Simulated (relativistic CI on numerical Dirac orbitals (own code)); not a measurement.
**Calculated levels, W⁶³⁺**

Computed by Dirac-Coulomb-Breit CI, separate exchange-only KLI orbitals for each configuration, QED by a radiative potential, unscaled Slater integrals (own radial code, finite nucleus).

Configuration list (outside the closed core [Ne]): 3s, 3p, 3d, 4s, 4p, 4d, 4f, 5s, 5p, 5d, 5f, 5g, 6s, 6p, 6d. Levels of other configurations are missing.

The lowest level is 3s ²S1/2, with 100 % of that term; Hund's rules for 3s give ²S with J = 1/2, in agreement.

| No. | Configuration | Term | J | E (eV) | % | Landé g | jj configuration (%) |
| --- | --- | --- | --- | --- | --- | --- | --- |
| 1 | 3s | ²S | 1/2 | 0.00 | 100 | 1.983 | 3s (100) |
| 2 | 3p | ²P° | 1/2 | 159.80 | 100 | 0.647 | 3p1/2 (100) |
| 3 | 3p | ²P° | 3/2 | 533.60 | 100 | 1.320 | 3p3/2 (100) |
| 4 | 3d | ²D | 3/2 | 720.46 | 100 | 0.786 | 3d3/2 (100) |
| 5 | 3d | ²D | 5/2 | 805.39 | 100 | 1.187 | 3d5/2 (100) |
| 6 | 4s | ²S | 1/2 | 3251.81 | 100 | 1.992 | 4s (100) |
| 7 | 4p | ²P° | 1/2 | 3317.81 | 100 | 0.656 | 4p1/2 (100) |
| 8 | 4p | ²P° | 3/2 | 3470.85 | 100 | 1.326 | 4p3/2 (100) |
| 9 | 4d | ²D | 3/2 | 3541.75 | 100 | 0.792 | 4d3/2 (100) |
| 10 | 4d | ²D | 5/2 | 3578.45 | 100 | 1.193 | 4d5/2 (100) |
| 11 | 4f | ²F° | 5/2 | 3615.58 | 100 | 0.850 | 4f5/2 (100) |
| 12 | 4f | ²F° | 7/2 | 3631.71 | 100 | 1.136 | 4f7/2 (100) |
| 13 | 5s | ²S | 1/2 | 4698.48 | 100 | 1.996 | 5s (100) |
| 14 | 5p | ²P° | 1/2 | 4731.60 | 100 | 0.659 | 5p1/2 (100) |
| 15 | 5p | ²P° | 3/2 | 4808.56 | 100 | 1.329 | 5p3/2 (100) |
| 16 | 5d | ²D | 3/2 | 4843.24 | 100 | 0.795 | 5d3/2 (100) |
| 17 | 5d | ²D | 5/2 | 4862.16 | 100 | 1.196 | 5d5/2 (100) |
| 18 | 5f | ²F° | 5/2 | 4880.56 | 100 | 0.852 | 5f5/2 (100) |
| 19 | 5f | ²F° | 7/2 | 4888.85 | 100 | 1.139 | 5f7/2 (100) |
| 20 | 5g | ²G | 7/2 | 4891.39 | 100 | 0.884 | 5g7/2 (100) |
| 21 | 5g | ²G | 9/2 | 4896.31 | 100 | 1.107 | 5g9/2 (100) |
| 22 | 6s | ²S | 1/2 | 5464.92 | 100 | 1.998 | 6s (100) |
| 23 | 6p | ²P° | 1/2 | 5483.79 | 100 | 0.661 | 6p1/2 (100) |
| 24 | 6p | ²P° | 3/2 | 5527.77 | 100 | 1.331 | 6p3/2 (100) |
| 25 | 6d | ²D | 3/2 | 5547.35 | 100 | 0.796 | 6d3/2 (100) |
| 26 | 6d | ²D | 5/2 | 5558.32 | 100 | 1.197 | 6d5/2 (100) |

Energies count from the lowest computed level; ° marks odd parity. Filled j subshells are mostly left out of the jj labels.

The mean weight of the leading LS term, summed over parents, in these 26 levels is 100 %, and that of the leading jj configuration (from the same eigenvectors) 100 %.

At this charge energies of transitions that change n are usually good to better than 1 %, and those within a shell (Δn = 0) to a few per cent.
